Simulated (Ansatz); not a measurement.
Z-matrix (Å, degrees):
```
C
O 1 1.389
O 1 1.420 2 113.5
H 1 1.100 2 110.9 3 -122.0
H 1 1.093 2 107.9 3 118.0
Ge 2 1.814 1 115.6 3 39.1
Si 3 1.654 1 119.7 2 -37.0
H 6 1.533 2 105.4 1 -145.3
H 6 1.542 2 108.9 1 96.8
H 7 1.487 3 112.3 1 -101.6
H 7 1.482 3 109.7 1 136.6
```

The species carries charge 0 and has multiplicity 1.

**Question.** List the ωB97M-V/def2-TZVPP orbital energies in eV (Ansatz). (Estimate.)

**Answer.** Computed: Occupied: -10866.85, -1807.66, -1362.68, -1210.42, -1210.39, -1210.39, -526.25, -525.95, -284.20, -174.48, -148.67, -123.78, -123.69, -123.69, -102.82, -102.77, -102.76, -36.68, -36.51, -36.50, -36.46, -36.44, -32.10, -29.97, -21.69, -18.31, -17.81, -16.27, -16.00, -14.79, -13.19, -12.93, -12.43, -11.75, -10.98, -10.12, -10.03. Lowest empty: 1.21, 1.89, 2.29, 2.76, 3.15, 3.73, 3.97, 4.55.
